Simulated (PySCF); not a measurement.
## Working out the excitation energy of Mg

Mg [Ne] 3s2 (1S) → Mg [Ne] 3p2 (3P). Computed with PySCF 2.14 in x2c-TZVPPall (5s4p3d, 32 functions), with the spin-free X2C one-electron Hamiltonian (Gaussian nucleus). Frozen: 1s2. Energies in hartree (1 hartree = 27.21139 eV):

```tsv
part	Mg (lower)	Mg (upper)
UHF	-199.912927	-199.679365
MP2 opposite-spin	-0.139817	-0.115355
MP2 same-spin	-0.047418	-0.048928
```

Question: What does Hartree-Fock give?

Answer: (-199.679365) − (-199.912927) = 0.233562 hartree = 6.356 eV.

Question: What do MP2 and SCS-MP2 (6/5 opposite-spin, 1/3 same-spin) give?

Answer: The opposite-spin parts differ by 0.666 eV and the same-spin parts by -0.041 eV. MP2: 6.356 + (0.666) + (-0.041) = 6.981 eV. SCS-MP2: 6.356 + 1.2 × (0.666) + (-0.041)/3 = 7.142 eV.

Measured between the centres of the two terms (NIST): 7.173 eV, so MP2 (valence and next inner shell) is off by -0.192 eV.

What remains against the reference includes basis incompleteness, the frozen core and correlation beyond second order.
